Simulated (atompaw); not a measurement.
**Pseudopotential generation for bismuth: PAW (atompaw), PBEsol, scalar-relativistic.**

atompaw 4.2.0.5 input, output lines left out:

```
Bi 83
GGA-PBESOL scalarrelativistic loggrid 2001 logderivrange -4 5 226
6 6 5 4 0 0
6 1 3
0 0 0
c
c
c
c
c
v
c
c
c
c
v
c
c
v
c
2
2.65 2.10 2.65 1.90
y
0.8
n
y
0.05
n
y
-1.25
n
custom polynom2 7 10 vanderbiltortho gaussian
bessel
1.70
1.44
2.65
2.65
2.65
2.35
```

- Cutoffs needed: 30 Ry and 70 Ry (the cutoffs (Ry, on a coarse ladder) from which the occupation-weighted sum of valence levels, in a spherical-Bessel basis at the reference potential, stays within 10 and 1 mRy of its value at 400 Ry)
- Ghost test: ghost state, extra bound levels that the all-electron valence spectrum of the same l lacks: s at -29.0 eV; a true bound ghost makes a file unfit for plane-wave use (spherical-Bessel basis up to 400 Ry, 20 bohr box)
- Lowest eigenvalue of the overlap operator: 0.64 (s channel)
- Overlap eigenvalues printed by atompaw (projector basis): 0.659, 0.868, 8.79, 54.8, 725, 5.55e+03
- Share of each valence orbital outside the PAW sphere: 6s 23 %, 6p 58 %, 5d 1 %
